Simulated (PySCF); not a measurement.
Worked example: chemical shift, span and skew from a shielding tensor

C₅H₅Cl, SMILES C(=C(/C#C)Cl)/C. Atoms are numbered in the order given.

```xyz
11

C      2.4729     0.4071     0.0000
C      1.2799     0.1817     0.0000
C     -0.1154    -0.0973     0.0000
Cl    -0.5181    -1.8145     0.0000
C     -1.0980     0.8233     0.0000
C     -0.8833     2.3019     0.0000
H      3.5284     0.6038     0.0000
H     -2.1281     0.4547     0.0000
H      0.1840     2.5623     0.0000
H     -1.3564     2.7627     0.8845
H     -1.3564     2.7627    -0.8845
```

The structure is a stationary point at B3LYP-D3(BJ)/def2-SVP.

GIAO shieldings from KT2/pcSseg-1 run with PySCF, non-relativistic, no solvent. The symmetric part of the tensor of C3 has the principal values -11.2, 103.4, 105.1 ppm. The same nucleus in TMS has σ = 185.1 ppm at this level (PySCF, at its B3LYP-D3(BJ)/def2-TZVP geometry). Without spin–orbit terms, shifts of atoms bonded to Cl or Br come out too high.

### Question
Work out the isotropic shielding, the ¹³C shift against TMS, the span and the skew.

### Answer

σ(iso) = (σ11 + σ22 + σ33)/3 = 65.8 ppm. δ = σ(ref) − σ(iso) = 185.1 − (65.8) = 119.3 ppm.
Span Ω = σ33 − σ11 = 116.3 ppm. Skew κ = 3(σ(iso) − σ22)/Ω = -0.97, an axial tensor. Tumbling in solution averages the tensor to δ; in a static solid the shielding alone would spread this spin-1/2 line over Ω.
